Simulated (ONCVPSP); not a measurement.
copper (Cu): variants of one ONCV potential

Base potential:

copper, optimised norm-conserving Vanderbilt (ONCV), made with ONCVPSP 4.0.1 (PBEsol, scalar-relativistic). Core [Ne], reference 3s2 3p6 3d8 (charge +3). Waves: 3s: rc 0.85 bohr, ncon 3, nbas 6, qcut 11 1/bohr, 2 projectors, debl 0.8 Ha; 3p: rc 1.00 bohr, ncon 4, nbas 7, qcut 12 1/bohr, 2 projectors, debl 3.1 Ha; 3d: rc 0.75 bohr, ncon 4, nbas 8, qcut 12.8 1/bohr, 2 projectors, debl 2.2 Ha. Local part: polynomial inside 0.75 bohr (lpopt 5, dvloc0 0 Ha). Core correction: Teter function fitted to the true core (icmod 2), fcfact 0.55.

In the s channel the program set the typed energies aside and used -5.892, 0.250 Ha. In the p channel the program set the typed energies aside and used -4.322, 0.250 Ha.

Cutoffs, loose and tight: the cutoffs (Ha) at which the residual kinetic energy of the hardest occupied pseudo-wave falls to 1 and 0.1 mHa per electron. They do not see the model core or the augmentation charge, which bear on the density cutoff. Test errors are all-electron minus pseudo excitation energies from the reference, over the configurations 3s2 3p6 3d10 4s1; 3s2 3p6 3d10; 3s2 3p6 3d9; 3s2 3p6 3d9 4s1 4p1. A dash means not determined; rows that change the core or the reference have their own tests.

```tsv
change	outcome	cutoff, loose	cutoff, tight	bound ghosts	GHOST(+) flags above zero	largest test error (meV)
base	generated, projector energies reset by the program	399 Ha	464 Ha	none	none	+8.7
s: qcut 12; p: qcut 13.1; d: qcut 14	generated, projector energies reset by the program	362 Ha	434 Ha	none	none	+8.0
p: qcut 8.9	generated, projector energies reset by the program	399 Ha	464 Ha	none	none	+7.9
s: nbas 8	generated, projector energies reset by the program	399 Ha	464 Ha	none	s	+8.7
p: nproj 3	generated, projector energies reset by the program	399 Ha	464 Ha	none	none	+8.7
core correction Teter function fitted to the true core (icmod 2), fcfact 0.28	generated, projector energies reset by the program	399 Ha	464 Ha	none	none	+8.7
core correction polynomial model core, fcfact 0.45	generated, projector energies reset by the program	399 Ha	464 Ha	none	none	+8.7
```

**Question.** What comes out with this change to the base: functional PBE?

**Answer.** outcome: generated, projector energies reset by the program; cutoff, loose: 399 Ha; cutoff, tight: 463 Ha; bound ghosts: none; GHOST(+) flags above zero: none; largest test error (meV): +8.7.
